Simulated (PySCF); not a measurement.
Polarisability and C₆ of Fe⁺ (iron, charge +1)

[Ar] 3d6 4s1, high-spin 6D determinant. Calculation: PySCF 2.14, in def2-QZVPPD (11s6p5d4f2g, 100 functions); no relativity, point nucleus. Coupled (time-dependent) response in atomic units; α is the mean over directions.

```json
{"method": "wB97X", "mean α (bohr³)": "29.65", "α xx, yy, zz": "28.85, 28.85, 31.25", "C₆ (like pair)": "150.7", "S(−4)": "775.6"}
```

S(−4) is the Cauchy moment in α(ω) = α(0) + S(−4) ω² + …

α(iu) at wB97X:

```
u (hartree)  α(iu) (bohr³)
          0          29.65
     0.0500          27.85
      0.100          23.71
      0.200          15.57
      0.300          10.61
      0.500          6.067
      0.750          3.856
       1.00          2.808
       1.50          1.791
       2.00          1.282
       3.00         0.7663
       5.00         0.3682
```

For an ion, C₆ is the dispersion term alone; charge-induced terms of lower order in 1/R come first.

The components differ because the open shell of this determinant is not spherical; for a pure term their mean is the scalar polarisability.
